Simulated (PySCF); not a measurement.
PySCF 2.14 output of an unrestricted TPSSh calculation on a single atom or ion in aug-cc-pVTZ-PP with one added diffuse shell each of s, p, d, f, g type with ECP28MDF (7s7p6d4f3g, 113 functions), with scalar relativity through the core potential:

```
SCF conv_tol = 1e-09
number electrons alpha = 10  beta = 5
    V. N. Staroverov, G. E. Scuseria, J. Tao, and J. P. Perdew.,  J. Chem. Phys. 119, 12129 (2003)
cycle= 1 E= -80.1449789751528  delta_E= -0.0071  |g|= 0.0182  |ddm|= 0.258
cycle= 2 E= -80.1450903361853  delta_E= -0.000111  |g|= 0.00526  |ddm|= 0.0662
cycle= 3 E= -80.1450929255694  delta_E= -2.59e-06  |g|= 0.00234  |ddm|= 0.0171
cycle= 4 E= -80.1450947714309  delta_E= -1.85e-06  |g|= 0.000343  |ddm|= 0.00342
cycle= 5 E= -80.145094807977  delta_E= -3.65e-08  |g|= 6.48e-05  |ddm|= 0.0016
cycle= 6 E= -80.1450948014751  delta_E= 6.5e-09  |g|= 1.72e-05  |ddm|= 0.000357
cycle= 7 E= -80.1450948010011  delta_E= 4.74e-10  |g|= 2.61e-06  |ddm|= 8.34e-05
converged SCF energy = -80.1450948010011  <S^2> = 8.7606616  2S+1 = 6.0035528
```

The run itself started from symmetry-adapted Hartree-Fock orbitals and held the occupation by maximum overlap, on a logarithmic radial grid, so the iterations belong to that start.

Which element, charge and spin multiplicity is this?

Tc (technetium, neutral), multiplicity 6; the state was [Kr] 4d4 5s2 5p1, one real determinant (an excited configuration).

⟨L²⟩ = 8.02 against 12 for a pure F term, so this real determinant mixes terms. Energies and moments cover only the electrons outside the core potential.
